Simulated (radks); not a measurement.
Question: Tl I, configuration [Hg] 6p1 (the NIST ground configuration). All-electron calculation, scalar-relativistic Kohn-Sham, TASK exchange with Perdew-Wang LDA correlation, spin-polarised, spherical densities, finite nucleus; open shells are filled with parallel spins first (spin-orbit coupling, left out, can overturn this in heavy ions); meta-GGA in the generalised Kohn-Sham scheme; Fermi nuclear charge, rms radius 5.4759 fm. Program: a radial shooting solver on a logarithmic mesh with Libxc functionals. Some entries of the table are withheld. Estimate them.

| orbital | occ. | eigenvalue (hartree) | <r> (bohr) | r(max) (bohr) |
|---|---|---|---|---|
| 1s up | 1 | -3149.199 | 0.01633 | 0.01004 |
| 1s down | 1 | -3149.199 | 0.01633 | 0.01004 |
| 2s down | 1 | -562.1197 | 0.06880 | 0.05816 |
| 2s up | 1 | -562.1196 | 0.06880 | 0.05816 |
| 2p up | 3 | -483.6057 | 0.06238 | 0.04833 |
| 2p down | 3 | -483.6056 | 0.06238 | 0.04833 |
| 3s up | 1 | -134.6667 | 0.1777 | 0.1640 |
| 3s down | 1 | -134.6666 | 0.1777 | 0.1640 |
| 3p up | 3 | -111.9952 | 0.1794 | 0.1638 |
| 3p down | 3 | -111.9951 | 0.1794 | 0.1638 |
| 3d up | 5 | -88.38491 | 0.1626 | 0.1335 |
| 3d down | 5 | -88.38487 | 0.1626 | 0.1335 |
| 4s up | 1 | -30.32792 | 0.3922 | 0.3693 |
| 4s down | 1 | -30.32777 | 0.3922 | 0.3693 |
| 4p up | 3 | -22.85758 | 0.4180 | 0.3893 |
| 4p down | 3 | -22.85739 | 0.4180 | 0.3893 |
| 4d up | 5 | -14.04555 | 0.4401 | 0.3957 |
| 4d down | 5 | -14.04532 | 0.4401 | 0.3957 |
| 5s up | 1 | -4.98438 | 0.8809 | 0.8096 |
| 5s down | 1 | -4.98418 | 0.8810 | 0.8097 |
| 4f up | 7 | -4.26765 | 0.4676 | 0.3583 |
| 4f down | 7 | -4.26739 | 0.4676 | 0.3583 |
| 5p down | 3 | -2.91866 | 1.012 | 0.9056 |
| 5p up | 3 | -2.91797 | 1.012 | 0.9055 |
| 5d up | 5 | -0.59814 | 1.392 | 1.111 |
| 5d down | 5 | -0.59619 | 1.378 | 1.111 |
| 6s up | 1 | -0.39893 | (1) | 2.081 |
| 6s down | 1 | -0.36390 | (2) | 2.033 |
| 6p up | 1 | -0.09247 | (3) | 2.821 |

Answer: 
(1) 6s up <r> (bohr): 2.516
(2) 6s down <r> (bohr): 2.385
(3) 6p up <r> (bohr): 3.552
